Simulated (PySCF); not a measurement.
Stepwise substitution at one centre (B CH3-I). Isolated molecules, 0 K electronic values unless said otherwise. Strings in code marks are SMILES.

Computed with PBE-D3(BJ)/def2-TZVP // PBE0-D3(BJ)/def2-TZVP run with PySCF 2.14.0. 

```csv
species,dipole moment (D),HOMO (eV)
0 of 3 CH3 replaced by I,(withheld),-7.10
1 of 3 CH3 replaced by I (`B(C)(C)I`),1.81,-6.08
2 of 3 CH3 replaced by I,1.17,(withheld)
3 of 3 CH3 replaced by I (`IB(I)I`),0.00,-6.25
```

### Question
Complete the blanks.

### Answer

- 0 of 3 CH3 replaced by I, dipole moment (D): 0.02
- 2 of 3 CH3 replaced by I, HOMO (eV): -6.24
